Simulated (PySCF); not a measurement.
C₆H₄N₂OSe, SMILES c1ccc([se]1)-c1ocnn1. Atoms are numbered in the order given.

```xyz
14

C      1.6307     2.1832     0.0000
C      0.3505     2.6740     0.0000
Se    -0.9266     1.3126     0.0000
C      0.5170     0.1029     0.0000
C      0.3272    -1.3259     0.0000
N      1.2265    -2.2692     0.0000
N      0.5387    -3.4710     0.0000
C     -0.7175    -3.1752     0.0000
O     -0.9380    -1.8362     0.0000
C      1.7267     0.7609     0.0000
H      2.5075     2.8335     0.0000
H      0.0438     3.7192     0.0000
H     -1.5770    -3.8409     0.0000
H      2.6697     0.2122     0.0000
```
Charge 0, spin multiplicity 1.

Geometry: B3LYP-D3(BJ)/def2-SVP. The structure was generated by enumeration, and PubChem lists no compound with its InChIKey, so it may never have been made. The values are those of a single conformer.

All values below come from HF/def2-SVP in PySCF.

Symmetry labels are those of the subgroup Cs that the program uses (full group Cs).

Question: List the valence orbital energies around the gap with their symmetry. (An estimate is asked for; the answer gives what the named calculation found.)

Answer: 
```
orbital  symmetry  energy (eV)
-------  --------  -----------
HOMO−7         A"       -14.41
HOMO−6         A'       -13.62
HOMO−5         A"       -13.53
HOMO−4         A'       -12.89
HOMO−3         A'       -12.42
HOMO−2         A"       -11.51
HOMO−1         A"        -9.50
HOMO           A"        -8.81
LUMO           A"         1.53
LUMO+1         A'         3.83
LUMO+2         A"         4.32
LUMO+3         A"         4.96
```
